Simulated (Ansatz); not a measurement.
A short molecular-dynamics run on CH5BOSi, SMILES `CB1O[SiH2]1`.

```yaml
crystal:
  periodic: [false, false, false]
  atoms:
    - {symbol: C, position_ang: [-0.539515, 0.926499, -1.228037]}
    - {symbol: B, position_ang: [0.066060, 0.055942, -0.103596]}
    - {symbol: O, position_ang: [1.315404, -0.351968, 0.185032]}
    - {symbol: Si, position_ang: [0.309213, -1.041582, 1.438641]}
    - {symbol: H, position_ang: [0.220026, 1.280788, -1.929275]}
    - {symbol: H, position_ang: [-1.058781, 1.788947, -0.799712]}
    - {symbol: H, position_ang: [-1.295254, 0.358581, -1.778813]}
    - {symbol: H, position_ang: [0.370462, -2.523779, 1.420010]}
    - {symbol: H, position_ang: [0.700985, -0.539526, 2.778550]}
basis:
  gaussian: {orbitals: "6-31G*"}
hamiltonian: {xc: {name: BLYP}}
md: {timestep: 1 fs, n_steps: 50, ensemble: nvt_nose_hoover, temperature: 300, initial_velocities: maxwell_boltzmann, seed: 738}
```

```sh
$ ansatz run in.yaml --threads 2 --pin off --events-out ev --progress --plain --max-ram 4352MiB
```

| step | time (fs) | potential energy (eV) | kinetic (eV) | T (K) | conserved (eV) |
| --- | --- | --- | --- | --- | --- |
| 0 | 0.0 | -11718.0261 | 0.2714 | 300 | -11717.7547 |
| 1 | 1.0 | -11718.0206 | 0.2657 | 294 | -11717.7549 |
| 2 | 2.0 | -11717.9999 | 0.2451 | 271 | -11717.7548 |
| 3 | 3.0 | -11717.9658 | 0.2115 | 234 | -11717.7543 |
| 4 | 4.0 | -11717.9257 | 0.1721 | 190 | -11717.7537 |
| 5 | 5.0 | -11717.8888 | 0.1355 | 150 | -11717.7533 |
| 6 | 6.0 | -11717.8609 | 0.1077 | 119 | -11717.7533 |
| 7 | 7.0 | -11717.8431 | 0.0898 | 99 | -11717.7534 |
| 8 | 8.0 | -11717.8337 | 0.0804 | 89 | -11717.7534 |
| 9 | 9.0 | -11717.8321 | 0.0790 | 87 | -11717.7533 |
| 10 | 10.0 | -11717.8403 | 0.0873 | 96 | -11717.7532 |
| 11 | 11.0 | -11717.8587 | 0.1056 | 117 | -11717.7535 |
| 12 | 12.0 | -11717.8836 | 0.1301 | 144 | -11717.7539 |
| 13 | 13.0 | -11717.9078 | 0.1541 | 170 | -11717.7543 |
| 14 | 14.0 | -11717.9259 | 0.1724 | 191 | -11717.7543 |
| 15 | 15.0 | -11717.9375 | 0.1845 | 204 | -11717.7541 |
| 16 | 16.0 | -11717.9453 | 0.1927 | 213 | -11717.7540 |
| 17 | 17.0 | -11717.9516 | 0.1992 | 220 | -11717.7540 |
| 18 | 18.0 | -11717.9559 | 0.2036 | 225 | -11717.7542 |
| 19 | 19.0 | -11717.9563 | 0.2044 | 226 | -11717.7541 |
| 20 | 20.0 | -11717.9537 | 0.2024 | 224 | -11717.7538 |
| 21 | 21.0 | -11717.9526 | 0.2019 | 223 | -11717.7535 |
| 22 | 22.0 | -11717.9573 | 0.2070 | 229 | -11717.7535 |
| 23 | 23.0 | -11717.9672 | 0.2169 | 240 | -11717.7539 |
| 24 | 24.0 | -11717.9767 | 0.2264 | 250 | -11717.7543 |
| 25 | 25.0 | -11717.9796 | 0.2296 | 254 | -11717.7544 |
| 26 | 26.0 | -11717.9741 | 0.2247 | 248 | -11717.7542 |
| 27 | 27.0 | -11717.9626 | 0.2139 | 236 | -11717.7540 |
| 28 | 28.0 | -11717.9484 | 0.2002 | 221 | -11717.7539 |
| 29 | 29.0 | -11717.9327 | 0.1848 | 204 | -11717.7540 |
| 30 | 30.0 | -11717.9154 | 0.1679 | 186 | -11717.7538 |
| 31 | 31.0 | -11717.8982 | 0.1515 | 167 | -11717.7535 |
| 32 | 32.0 | -11717.8868 | 0.1408 | 156 | -11717.7531 |
| 33 | 33.0 | -11717.8867 | 0.1411 | 156 | -11717.7531 |
| 34 | 34.0 | -11717.8984 | 0.1527 | 169 | -11717.7535 |
| 35 | 35.0 | -11717.9158 | 0.1700 | 188 | -11717.7540 |
| 36 | 36.0 | -11717.9304 | 0.1847 | 204 | -11717.7544 |
| 37 | 37.0 | -11717.9370 | 0.1918 | 212 | -11717.7544 |
| 38 | 38.0 | -11717.9348 | 0.1901 | 210 | -11717.7544 |
| 39 | 39.0 | -11717.9247 | 0.1805 | 200 | -11717.7544 |
| 40 | 40.0 | -11717.9067 | 0.1631 | 180 | -11717.7544 |
| 41 | 41.0 | -11717.8812 | 0.1382 | 153 | -11717.7542 |
| 42 | 42.0 | -11717.8515 | 0.1095 | 121 | -11717.7537 |
| 43 | 43.0 | -11717.8259 | 0.0848 | 94 | -11717.7531 |
| 44 | 44.0 | -11717.8131 | 0.0724 | 80 | -11717.7529 |
| 45 | 45.0 | -11717.8160 | 0.0752 | 83 | -11717.7533 |
| 46 | 46.0 | -11717.8290 | 0.0879 | 97 | -11717.7539 |
| 47 | 47.0 | -11717.8422 | 0.1011 | 112 | -11717.7543 |
| 48 | 48.0 | -11717.8490 | 0.1082 | 120 | -11717.7543 |
| 49 | 49.0 | -11717.8491 | 0.1091 | 121 | -11717.7540 |
| 50 | 50.0 | -11717.8462 | 0.1069 | 118 | -11717.7538 |

Velocities are drawn at the set temperature; a run this short doesn't reach equilibrium.

Frames (Å, forces in eV/Å):

```xyz
9
time=0.0 fs
C    -0.540    0.926   -1.228   -0.032    0.012   -0.008
B     0.066    0.056   -0.104   -0.372    0.142   -0.124
O     1.315   -0.352    0.185    1.133    0.207   -0.575
Si    0.309   -1.042    1.439   -0.671   -0.443    0.811
H     0.220    1.281   -1.929    0.234    0.126   -0.240
H    -1.059    1.789   -0.800   -0.172    0.292    0.105
H    -1.295    0.359   -1.779   -0.246   -0.156   -0.202
H     0.370   -2.524    1.420    0.038   -0.228    0.020
H     0.701   -0.540    2.779    0.088    0.049    0.211
9
time=2.0 fs
C    -0.539    0.935   -1.229   -0.667    0.088   -0.052
B     0.053    0.054   -0.118    0.719   -0.210    0.491
O     1.324   -0.366    0.199    0.306    0.669   -1.023
Si    0.312   -1.037    1.437   -0.662   -0.365    0.912
H     0.205    1.295   -1.948    0.114    0.152   -0.148
H    -1.104    1.782   -0.784    0.202   -0.055   -0.144
H    -1.305    0.334   -1.755    0.020    0.074   -0.159
H     0.384   -2.515    1.377   -0.016   -0.294    0.135
H     0.697   -0.539    2.797   -0.015   -0.060   -0.012
9
time=4.0 fs
C    -0.541    0.945   -1.231   -0.954    0.071   -0.310
B     0.042    0.052   -0.130    1.522   -0.428    0.948
O     1.333   -0.378    0.211   -0.307    1.023   -1.369
Si    0.313   -1.032    1.436   -0.632   -0.489    0.955
H     0.193    1.314   -1.972   -0.177    0.049    0.140
H    -1.142    1.774   -0.773    0.451   -0.223   -0.296
H    -1.314    0.313   -1.737    0.270    0.307   -0.116
H     0.397   -2.516    1.338   -0.078   -0.166    0.248
H     0.693   -0.540    2.815   -0.096   -0.144   -0.200
9
time=6.0 fs
C    -0.546    0.954   -1.234   -0.745   -0.216   -0.439
B     0.037    0.049   -0.139    1.965   -0.446    1.144
O     1.342   -0.388    0.220   -0.678    1.247   -1.583
Si    0.314   -1.029    1.437   -0.617   -0.757    0.876
H     0.175    1.336   -1.991   -0.300   -0.030    0.314
H    -1.164    1.758   -0.773    0.374   -0.011   -0.202
H    -1.314    0.302   -1.724    0.258    0.326   -0.201
H     0.407   -2.524    1.310   -0.135    0.048    0.342
H     0.685   -0.546    2.826   -0.121   -0.161   -0.251
9
time=8.0 fs
C    -0.554    0.962   -1.238   -0.281   -0.685   -0.248
B     0.038    0.043   -0.144    2.064   -0.274    1.076
O     1.349   -0.395    0.225   -0.838    1.345   -1.664
Si    0.313   -1.026    1.438   -0.637   -1.023    0.684
H     0.147    1.356   -1.998   -0.113    0.009    0.208
H    -1.172    1.742   -0.780    0.061    0.396    0.065
H    -1.304    0.304   -1.719    0.001    0.135   -0.373
H     0.412   -2.530    1.294   -0.171    0.201    0.395
H     0.673   -0.559    2.827   -0.087   -0.104   -0.144
9
time=10.0 fs
C    -0.562    0.969   -1.242   -0.038   -0.977    0.204
B     0.047    0.037   -0.146    1.855    0.028    0.805
O     1.354   -0.399    0.225   -0.810    1.327   -1.619
Si    0.312   -1.025    1.441   -0.686   -1.166    0.450
H     0.114    1.377   -1.998    0.232    0.117   -0.049
H    -1.177    1.740   -0.785   -0.117    0.513    0.220
H    -1.294    0.311   -1.728   -0.250   -0.049   -0.465
H     0.410   -2.529    1.293   -0.174    0.205    0.392
H     0.657   -0.575    2.824   -0.011    0.004    0.063
9
time=12.0 fs
C    -0.570    0.972   -1.246   -0.163   -0.872    0.512
B     0.063    0.031   -0.144    1.366    0.384    0.402
O     1.357   -0.399    0.222   -0.597    1.195   -1.457
Si    0.310   -1.025    1.444   -0.737   -1.116    0.294
H     0.090    1.403   -2.000    0.385    0.113   -0.105
H    -1.186    1.757   -0.782    0.045    0.120    0.097
H    -1.294    0.316   -1.754   -0.226    0.010   -0.313
H     0.402   -2.520    1.307   -0.144    0.053    0.332
H     0.641   -0.592    2.822    0.071    0.113    0.239
9
time=14.0 fs
C    -0.579    0.973   -1.249   -0.200   -0.580    0.367
B     0.083    0.027   -0.141    0.634    0.735   -0.058
O     1.359   -0.397    0.216   -0.199    0.954   -1.192
Si    0.307   -1.027    1.448   -0.753   -0.886    0.319
H     0.080    1.432   -2.004    0.222   -0.086    0.158
H    -1.193    1.779   -0.776    0.255   -0.357   -0.083
H    -1.301    0.322   -1.792    0.006    0.221    0.012
H     0.388   -2.509    1.334   -0.087   -0.176    0.233
H     0.628   -0.604    2.830    0.122    0.173    0.243
9
time=16.0 fs
C    -0.589    0.972   -1.250    0.111   -0.406    0.068
B     0.106    0.024   -0.138   -0.263    1.030   -0.495
O     1.360   -0.392    0.206    0.347    0.627   -0.847
Si    0.303   -1.030    1.452   -0.722   -0.607    0.492
H     0.078    1.458   -2.003    0.019   -0.299    0.413
H    -1.191    1.787   -0.773    0.227   -0.489   -0.084
H    -1.308    0.337   -1.830    0.163    0.302    0.269
H     0.371   -2.505    1.370   -0.019   -0.328    0.125
H     0.619   -0.609    2.846    0.136    0.171    0.059
9
time=18.0 fs
C    -0.598    0.969   -1.251    0.659   -0.468    0.007
B     0.127    0.026   -0.137   -1.160    1.198   -0.820
O     1.362   -0.386    0.195    0.913    0.268   -0.473
Si    0.298   -1.034    1.457   -0.656   -0.432    0.647
H     0.078    1.472   -1.986    0.022   -0.329    0.380
H    -1.180    1.778   -0.772   -0.045   -0.219    0.125
H    -1.309    0.362   -1.857    0.088    0.123    0.295
H     0.353   -2.513    1.410    0.044   -0.276    0.027
H     0.615   -0.609    2.864    0.134    0.134   -0.187
9
time=20.0 fs
C    -0.605    0.965   -1.252    1.096   -0.579    0.305
B     0.145    0.032   -0.139   -1.801    1.153   -0.939
O     1.366   -0.379    0.182    1.273   -0.031   -0.138
Si    0.292   -1.038    1.463   -0.572   -0.375    0.625
H     0.078    1.475   -1.956    0.223   -0.151    0.081
H    -1.172    1.761   -0.766   -0.314    0.134    0.346
H    -1.308    0.392   -1.874   -0.139   -0.204    0.125
H     0.337   -2.531    1.452    0.095   -0.048   -0.059
H     0.617   -0.603    2.875    0.139    0.100   -0.346
9
time=22.0 fs
C    -0.609    0.959   -1.252    1.042   -0.403    0.721
B     0.156    0.042   -0.144   -1.948    0.835   -0.791
O     1.374   -0.372    0.169    1.211   -0.188    0.094
Si    0.285   -1.043    1.470   -0.475   -0.318    0.367
H     0.088    1.472   -1.922    0.369    0.062   -0.209
H    -1.174    1.747   -0.748   -0.263    0.119    0.284
H    -1.312    0.414   -1.887   -0.225   -0.393    0.011
H     0.325   -2.551    1.491    0.130    0.196   -0.131
H     0.624   -0.593    2.874    0.160    0.091   -0.346
9
time=24.0 fs
C    -0.609    0.952   -1.250    0.651    0.045    0.763
B     0.161    0.055   -0.152   -1.539    0.266   -0.396
O     1.384   -0.366    0.156    0.686   -0.183    0.208
Si    0.277   -1.049    1.477   -0.363   -0.153   -0.082
H     0.110    1.472   -1.896    0.175    0.078   -0.215
H    -1.186    1.738   -0.719    0.039   -0.179   -0.031
H    -1.323    0.422   -1.898    0.010   -0.296    0.135
H     0.317   -2.564    1.526    0.149    0.313   -0.182
H     0.637   -0.579    2.860    0.191    0.110   -0.199
9
time=26.0 fs
C    -0.607    0.945   -1.246    0.376    0.445    0.408
B     0.160    0.068   -0.162   -0.738   -0.436    0.141
O     1.396   -0.360    0.143   -0.119   -0.072    0.237
Si    0.269   -1.054    1.484   -0.231    0.161   -0.582
H     0.139    1.473   -1.877   -0.236   -0.059   -0.038
H    -1.197    1.722   -0.692    0.246   -0.317   -0.279
H    -1.334    0.419   -1.904    0.331   -0.106    0.318
H     0.315   -2.565    1.554    0.156    0.250   -0.205
H     0.657   -0.561    2.838    0.216    0.134    0.000
9
time=28.0 fs
C    -0.604    0.939   -1.240    0.357    0.566    0.049
B     0.156    0.081   -0.170    0.179   -1.108    0.677
O     1.407   -0.354    0.132   -0.935    0.059    0.235
Si    0.261   -1.060    1.490   -0.072    0.598   -0.950
H     0.159    1.473   -1.860   -0.480   -0.119    0.037
H    -1.199    1.695   -0.674    0.174   -0.105   -0.269
H    -1.332    0.412   -1.898    0.416   -0.055    0.302
H     0.319   -2.557    1.574    0.158    0.045   -0.199
H     0.686   -0.539    2.816    0.203    0.120    0.119
9
time=30.0 fs
C    -0.600    0.935   -1.233    0.455    0.425   -0.041
B     0.153    0.089   -0.177    0.957   -1.593    1.080
O     1.416   -0.348    0.120   -1.551    0.140    0.241
Si    0.253   -1.064    1.495    0.122    1.044   -1.073
H     0.162    1.468   -1.842   -0.369    0.010   -0.108
H    -1.195    1.664   -0.666   -0.104    0.307   -0.060
H    -1.316    0.401   -1.881    0.201   -0.188    0.052
H     0.329   -2.548    1.586    0.161   -0.181   -0.174
H     0.722   -0.511    2.798    0.128    0.036    0.083
9
time=32.0 fs
C    -0.594    0.932   -1.227    0.328    0.277    0.168
B     0.154    0.092   -0.180    1.413   -1.770    1.247
O     1.422   -0.341    0.109   -1.843    0.132    0.281
Si    0.244   -1.067    1.499    0.332    1.306   -0.980
H     0.151    1.464   -1.829   -0.032    0.240   -0.363
H    -1.195    1.645   -0.661   -0.283    0.508    0.053
H    -1.292    0.384   -1.862   -0.081   -0.331   -0.207
H     0.346   -2.545    1.592    0.158   -0.266   -0.147
H     0.763   -0.483    2.783    0.008   -0.096   -0.054
9
time=34.0 fs
C    -0.588    0.931   -1.221   -0.120    0.328    0.325
B     0.159    0.088   -0.178    1.431   -1.575    1.119
O     1.423   -0.335    0.099   -1.740    0.015    0.369
Si    0.236   -1.069    1.501    0.521    1.250   -0.783
H     0.138    1.469   -1.828    0.136    0.301   -0.426
H    -1.205    1.643   -0.655   -0.148    0.268   -0.119
H    -1.270    0.355   -1.851   -0.107   -0.230   -0.185
H     0.368   -2.551    1.592    0.138   -0.138   -0.130
H     0.805   -0.458    2.766   -0.111   -0.218   -0.170
9
time=36.0 fs
C    -0.581    0.930   -1.213   -0.442    0.454    0.106
B     0.169    0.079   -0.172    0.945   -1.022    0.699
O     1.420   -0.328    0.090   -1.200   -0.223    0.509
Si    0.229   -1.069    1.502    0.649    0.927   -0.584
H     0.130    1.485   -1.844   -0.046    0.053   -0.145
H    -1.220    1.652   -0.653    0.092   -0.114   -0.346
H    -1.252    0.317   -1.845    0.084    0.089    0.061
H     0.396   -2.563    1.587    0.096    0.108   -0.122
H     0.842   -0.441    2.742   -0.177   -0.273   -0.178
9
time=38.0 fs
C    -0.577    0.931   -1.205   -0.386    0.397   -0.236
B     0.183    0.066   -0.164   -0.016   -0.209    0.077
O     1.415   -0.322    0.082   -0.242   -0.565    0.695
Si    0.223   -1.067    1.502    0.689    0.507   -0.439
H     0.120    1.502   -1.864   -0.248   -0.253    0.206
H    -1.232    1.657   -0.664    0.146   -0.272   -0.349
H    -1.231    0.282   -1.838    0.184    0.330    0.219
H     0.427   -2.570    1.578    0.043    0.309   -0.116
H     0.873   -0.434    2.712   -0.170   -0.243   -0.057
9
time=40.0 fs
C    -0.573    0.933   -1.198   -0.087    0.062   -0.347
B     0.197    0.053   -0.156   -1.222    0.679   -0.572
O     1.408   -0.317    0.076    0.934   -0.945    0.887
Si    0.217   -1.065    1.502    0.653    0.152   -0.363
H     0.101    1.511   -1.878   -0.163   -0.334    0.313
H    -1.240    1.652   -0.687   -0.054   -0.120   -0.092
H    -1.203    0.259   -1.823    0.045    0.298    0.130
H     0.460   -2.567    1.564   -0.003    0.352   -0.105
H     0.898   -0.437    2.680   -0.102   -0.144    0.149
9
time=42.0 fs
C    -0.569    0.935   -1.192    0.110   -0.354   -0.116
B     0.206    0.042   -0.149   -2.169    1.388   -1.037
O     1.404   -0.315    0.071    1.860   -1.227    1.015
Si    0.213   -1.063    1.501    0.606   -0.013   -0.320
H     0.077    1.507   -1.880    0.198   -0.141    0.116
H    -1.249    1.643   -0.714   -0.303    0.120    0.215
H    -1.174    0.247   -1.803   -0.237    0.047   -0.127
H     0.493   -2.550    1.546   -0.031    0.211   -0.089
H     0.919   -0.445    2.654   -0.033   -0.032    0.342
9
time=44.0 fs
C    -0.566    0.936   -1.186   -0.150   -0.518    0.191
B     0.208    0.035   -0.146   -2.299    1.678   -1.154
O     1.404   -0.315    0.070    2.001   -1.268    1.009
Si    0.209   -1.060    1.500    0.643    0.050   -0.253
H     0.060    1.499   -1.878    0.530    0.111   -0.130
H    -1.270    1.638   -0.734   -0.246    0.098    0.290
H    -1.154    0.237   -1.788   -0.392   -0.126   -0.293
H     0.525   -2.525    1.524   -0.045   -0.051   -0.069
H     0.939   -0.454    2.640   -0.041    0.025    0.410
9
time=46.0 fs
C    -0.562    0.936   -1.179   -0.676   -0.349    0.007
B     0.201    0.035   -0.148   -1.486    1.482   -0.895
O     1.409   -0.318    0.070    1.240   -1.040    0.861
Si    0.206   -1.058    1.499    0.812    0.231   -0.149
H     0.062    1.493   -1.881    0.463    0.104   -0.046
H    -1.299    1.636   -0.743    0.114   -0.153    0.144
H    -1.148    0.223   -1.784   -0.251    0.008   -0.198
H     0.556   -2.502    1.500   -0.065   -0.287   -0.046
H     0.956   -0.463    2.642   -0.151    0.004    0.321
9
time=48.0 fs
C    -0.561    0.934   -1.173   -0.979   -0.088   -0.646
B     0.190    0.040   -0.152   -0.166    0.937   -0.376
O     1.417   -0.324    0.073    0.007   -0.654    0.641
Si    0.205   -1.055    1.497    1.072    0.322   -0.064
H     0.081    1.491   -1.884    0.082   -0.108    0.292
H    -1.324    1.628   -0.746    0.394   -0.274    0.020
H    -1.151    0.210   -1.786    0.015    0.264    0.000
H     0.584   -2.490    1.474   -0.124   -0.343   -0.017
H     0.968   -0.471    2.655   -0.301   -0.055    0.151
9
time=50.0 fs
C    -0.563    0.933   -1.168   -0.899   -0.006   -1.182
B     0.178    0.048   -0.158    1.074    0.275    0.214
O     1.425   -0.332    0.077   -1.142   -0.251    0.427
Si    0.205   -1.051    1.495    1.316    0.217   -0.063
H     0.104    1.486   -1.877   -0.210   -0.197    0.459
H    -1.335    1.611   -0.749    0.340   -0.086    0.056
H    -1.154    0.206   -1.789    0.149    0.340    0.057
H     0.607   -2.490    1.447   -0.225   -0.194    0.024
H     0.969   -0.482    2.675   -0.404   -0.098    0.008
```

Hardware: 2 threads of an Arm Neoverse V2 on a shared host. Wall time 47 s, peak host memory 0.38 GiB.
